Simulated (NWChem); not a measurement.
# Si2H4OClF; SMILES O[Si@@H](F)[SiH2]Cl

```xyz
9

O      1.5331     1.3849    -0.5457
Si     0.1744     1.1832     0.3701
F     -0.8529     2.4256     0.1328
Si    -0.8599    -0.7685    -0.3971
Cl     0.3244    -2.3646     0.2152
H      2.1926     2.0220    -0.2539
H      0.4883     1.1824     1.8276
H     -2.2165    -0.9355     0.1998
H     -0.9700    -0.7863    -1.8835
```
Atoms are numbered in this order, from 1.

Computed with NWChem. Geometry: optimised at PBE0/def2-SVP. Hybrids' shares of exact exchange are those that their runs print; pure functionals count as 0. The functionals differ in more than this share.

| row | share of exact exchange | orbital gap (eV) |
|---|---|---|
| PBE/def2-TZVP | 0.00 | 5.30 |
| BLYP/def2-TZVP | 0.00 | 5.37 |
| B3LYP/def2-TZVP | 0.20 | 7.05 |
| PBE0/def2-TZVP | 0.25 | 7.42 |
| PW6B95/def2-TZVP | 0.28 | withheld |

Question: Fit a straight line of the last column on the one before it, predict the withheld value, and compare with the run.

Answer: 
1. Means of the 4 shown rows: x = 0.113, y = 6.285. Slope Σ(x − x̄)(y − ȳ)/Σ(x − x̄)² = 0.4368/0.05188 = 8.419; intercept 5.338.
2. The shown rows scatter about the line by 0.031 (root mean square); the largest residual is -0.04, at PBE/def2-TZVP.
3. At x = 0.28 (PW6B95/def2-TZVP; beyond the shown range) the line gives 7.70.
4. The run gives 7.52, -0.18 from the line, 5.9 times the scatter.
